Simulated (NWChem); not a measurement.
System: SiOH cation, singlet; SMILES [OH+]=[Si]

NWChem input:

```
start job
memory heap 200 mb stack 700 mb global 900 mb
charge 1
geometry units angstroms noautosym nocenter noautoz
  O     -0.898238    -0.015632    -0.006138
  Si     0.660276     0.011523     0.004514
  H     -1.866764    -0.032698    -0.012769
end
basis spherical
  O library 6-311g**
  Si library 6-311g**
  H library 6-311g**
end
dft
  xc b3lyp
  iterations 150
end
tddft
  cis
  ecut -17.5
  nroots 6
  notriplet
end
task tddft energy
```

Excerpt of the output:

```
             Northwest Computational Chemistry Package (NWChem) 7.3.0
             --------------------------------------------------------

                             Geometry "geometry" -> ""
                             -------------------------

 Output coordinates in angstroms (scale by  1.889725989 to convert to a.u.)

  No.       Tag          Charge          X              Y              Z
 ---- ---------------- ---------- -------------- -------------- --------------
    1 O                    8.0000    -0.89823800    -0.01563200    -0.00613800
    2 Si                  14.0000     0.66027600     0.01152300     0.00451400
    3 H                    1.0000    -1.86676400    -0.03269800    -0.01276900

 Effective nuclear repulsion energy (a.u.)      45.3231543597

                                 NWChem DFT Module
                                 -----------------

 Summary of "ao basis" -> "ao basis" (spherical)
 ------------------------------------------------------------------------------
       Tag                 Description            Shells   Functions and Types
 ---------------- ------------------------------  ------  ---------------------
 O                          6-311g**                 8       18   4s3p1d
 Si                         6-311g**                12       26   6s5p1d
 H                          6-311g**                 4        6   3s1p

            General Information
            -------------------
          SCF calculation type: DFT
          Wavefunction type:  closed shell.
          No. of atoms     :     3
          No. of electrons :    22
           Alpha electrons :    11
            Beta electrons :    11
          Charge           :     1
          Spin multiplicity:     1
          Use of symmetry is: off; symmetry adaption is: off
          Maximum number of iterations: 150
          AO basis - number of functions:    50
                     number of shells:    24
          Convergence on energy requested:  1.00D-06
          Convergence on density requested:  1.00D-05
          Convergence on gradient requested:  5.00D-04

              XC Information
              --------------
                         B3LYP Method XC Potential
                     Hartree-Fock (Exact) Exchange  0.200
                        Slater Exchange Functional  0.800 local
                    Becke 1988 Exchange Functional  0.720 non-local
              Lee-Yang-Parr Correlation Functional  0.810
                  VWN I RPA Correlation Functional  0.190 local

[...]

                                NWChem TDDFT Module
                                -------------------

            General Information
            -------------------
           No. of orbitals :     100
            Alpha orbitals :      50
             Beta orbitals :      50
        Alpha frozen cores :       0
         Beta frozen cores :       0
     Alpha frozen virtuals :       0
      Beta frozen virtuals :       0
         Spin multiplicity :       1
    Number of AO functions :      50
        Use of symmetry is : off
      Symmetry adaption is : off
         Schwarz screening :  0.10D-07

              XC Information
              --------------
                  B3LYP Method XC Potential
              Hartree-Fock (Exact) Exchange   0.20
                 Slater Exchange Functional   0.80 local
             Becke 1988 Exchange Functional   0.72 non-local
       Lee-Yang-Parr Correlation Functional   0.81
           VWN I RPA Correlation Functional   0.19 local

             TDDFT Information
             -----------------
          Calculation type : Tamm-Dancoff TDDFT
         Wavefunction type : Restricted singlets
          No. of electrons :      22
           Alpha electrons :      11
            Beta electrons :      11
              No. of roots :       6
          Max subspacesize :    5200
            Max iterations :     100
               Target root :       1
           Target symmetry : none
             Energy Cutoff :-0.18D+02
      Symmetry restriction : off
                 Algorithm : Optimal
        Davidson threshold :  0.10D-03

    6 smallest eigenvalue differences (eV)
--------------------------------------------------------
  No. Spin  Occ  Vir  Irrep   E(Occ)    E(Vir)   E(Diff)
--------------------------------------------------------
    1    1    2   12 a       -19.422    -0.327   519.590
    2    1    2   13 a       -19.422    -0.327   519.590
    3    1    2   14 a       -19.422    -0.212   522.724
    4    1    2   15 a       -19.422    -0.126   525.081
    5    1    2   16 a       -19.422    -0.029   527.701
    6    1    2   17 a       -19.422    -0.029   527.701
--------------------------------------------------------

  Entering Davidson iterations
  Restricted singlet excited states

  Iter   NTrls   NConv    DeltaV     DeltaE      Time
  ----  ------  ------  ---------  ---------  ---------
    1      6       0     0.13E+00   0.10+100        3.9
    2     12       0     0.16E-01   0.35E-02        4.5
    3     18       4     0.14E-02   0.11E-04        4.7
    4     20       6     0.98E-04   0.19E-06        3.5
  ----  ------  ------  ---------  ---------  ---------
  Convergence criterion met

  Ground state a        -365.084730495294 a.u.

  ----------------------------------------------------------------------------
  Root   1 singlet a             19.027494131 a.u.              517.7647 eV
  ----------------------------------------------------------------------------
     Transition Moments    X  0.00059   Y -0.02364   Z -0.02512
     Dipole Oscillator Strength                    0.0150977174
     Electric Quadrupole                           0.0001358756
     Magnetic Dipole                               0.0002099887
     Total Oscillator Strength                     0.0154435817

[...]
```

Level: B3LYP/6-311G** (spherical d), restricted-window TDA. Low-valent species are run as closed-shell singlets; no triplet was tried in these runs. The geometry was optimised at PBE0/def2-SVP. B3LYP is NWChem's, with the RPA form of VWN correlation. The quadrupole and magnetic terms of the printed total strengths depend on the origin.
